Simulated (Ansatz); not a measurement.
Consider the formal exchange of groups at a C–O bond: `C#COCF` + `[CH3][SnH2][CH3]` → `C#[C][SnH]([CH3])[CH3]` + `OCF`.

Program: Ansatz. Geometries: PBE0-D4/def2-TZVP. ΔE: electronic, gas phase. CCSD(T)/CBS is the MP2 limit (def2-TZVPP, def2-QZVPP) plus CCSD(T) − MP2 in def2-TZVPP, frozen cores. Elements past krypton have def2 core potentials. For Sn outer-core shells are correlated without core-valence functions, which leaves a few kJ/mol of doubt a bond. Each species was taken in one conformer, which may not be the lowest.

```csv
level,ΔE (kJ/mol)
HF/def2-TZVPP,-126.7
CCSD/CBS(def2),-141.9
```

Question: What does CCSD(T)/CBS give? (An estimate is asked.)

Answer: Computed: -143.2 kJ/mol. The listed levels differ from it by 16.5, 1.3 kJ/mol.

Largest T1 diagnostic among the species: 0.013.

From PBE to PBE0 (25 % exact exchange), in def2-TZVPP and without D4, ΔE moves by −4.3 kJ/mol. In def2-TZVPP, CCSD(T) changes the Hartree–Fock value by −12.5 kJ/mol (the triples alone add −1.2 kJ/mol) and MP2 by −19.6 kJ/mol.
